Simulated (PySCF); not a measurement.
**Spinor energies of Ga⁶⁺ (gallium, charge +6)**

Start: [Ar] 3d7; 3d3/2 filled at m_j = -3/2, -1/2, +1/2, +3/2; 3d5/2 filled at m_j = +1/2, +3/2, +5/2. Calculated with PySCF 2.14 in an uncontracted even-tempered set (18 s from 0.27 bohr⁻², ratio 2.8; 13 p from 0.35 bohr⁻², ratio 2.8; 9 d from 0.35 bohr⁻², ratio 2.8; 4 f from 2.4 bohr⁻², ratio 3): generalised Hartree-Fock with the X2C-1e Hamiltonian and a Gaussian nucleus; spin-orbit coupling (SO) screened by Boettger's factors.

| spinor shell | electrons | ε, screened SO (eV) | weight of nominal j (screened SO) | rms radius, screened SO (bohr) |
| --- | --- | --- | --- | --- |
| 1s1/2 | 2 | -10561.7 | 1.000 | 0.0560 |
| 2s1/2 | 2 | -1463.0 | 1.000 | 0.235 |
| 2p1/2 | 2 | -1304.7 | 0.996 | 0.209 |
| 3s1/2 | 2 | -291.58 | 1.000 | 0.679 |
| 3p1/2 | 2 | -241.84 | 0.706 | 0.696 |
| 3p3/2 | 4 | -230.32 | 0.853 | 0.706 |
| 3d5/2 | 3 | -148.02 | 0.771 | 0.740 |
| 3d3/2 | 4 | -145.25 | 0.706 | 0.745 |

Where does 2p3/2 lie, and what is the 2p spin-orbit splitting (screened SO)?

At -1275.2 eV, 29.533 eV above 2p1/2.

```json
{"quantity": "E (hartree)", "screened SO": "-1930.82199"}
{"quantity": "M_J", "screened SO": "9/2"}
{"quantity": "⟨J²⟩", "screened SO": "24.753"}
{"quantity": "⟨L²⟩", "screened SO": "12.068"}
{"quantity": "⟨S²⟩", "screened SO": "3.729"}
```

Each row is a mean over spinors that exchange with the open shell spreads, by up to 16.387 eV (3p3/2).

Rows whose weight is well below 1 are mixtures of j = l ± 1/2: exchange outweighs spin-orbit coupling there, and the label is only the starting occupation.
